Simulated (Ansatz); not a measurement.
```yaml
crystal:
  periodic: [false, false, false]
  atoms:
    - {symbol: O, position_ang: [-1.245507, 1.679717, 1.366373]}
    - {symbol: Si, position_ang: [-0.819355, 0.086667, 1.057044]}
    - {symbol: N, position_ang: [-0.375932, -0.153999, -0.544182]}
    - {symbol: Si, position_ang: [1.136778, -0.700837, -1.118342]}
    - {symbol: F, position_ang: [1.281448, -2.210943, -1.206666]}
    - {symbol: H, position_ang: [-0.635347, 2.330959, 1.217461]}
    - {symbol: H, position_ang: [0.353478, -0.323118, 1.862320]}
    - {symbol: H, position_ang: [-1.957481, -0.588497, 1.484324]}
    - {symbol: H, position_ang: [-1.123993, -0.065204, -1.207674]}
    - {symbol: H, position_ang: [1.317601, -0.146644, -2.539107]}
    - {symbol: H, position_ang: [2.192000, -0.149570, -0.173140]}
basis:
  gaussian: {orbitals: aug-cc-pVDZ, final_grid: {core_spheres: 1, valence_spheres: 1, degree: 5}}
hamiltonian: {xc: {name: r2SCAN}}
```

```sh
$ ansatz run in.yaml --threads 4 --pin off --events-out ev --progress --plain --max-ram 10444MiB
```

Shortened log:

```
Functional definition: r2SCAN
1637 factors; their error is unknown
mean field evaluation 1: about -22092.5214 eV, gradient 8.9e1 eV
mean field evaluation 2: about -22053.5211 eV, gradient 1.5e2 eV
mean field evaluation 4: about -22106.4186 eV, gradient 1.1e1 eV
mean field evaluation 8: about -22051.3657 eV, gradient 8.3e1 eV
mean field evaluation 16: about -22063.0376 eV, gradient 5.4e-2 eV
mean field -22063.03763467 eV, -810.8016782101 hartree, gradient 4.5e-5 eV, S^2 0.000000; 0 other end points of the search recorded, 0 dependent functions left out
reference -22063.03771538 eV, -810.8016811761 hartree; 29, 29 occupied and 148, 148 virtual orbitals, 1637 factors
Total energy: -22063.03771538 eV, -810.8016811761 hartree
```

What is wrong with this run?

The integration grid is far too coarse. The run converged. The result belongs to that input, not to the molecule as meant.
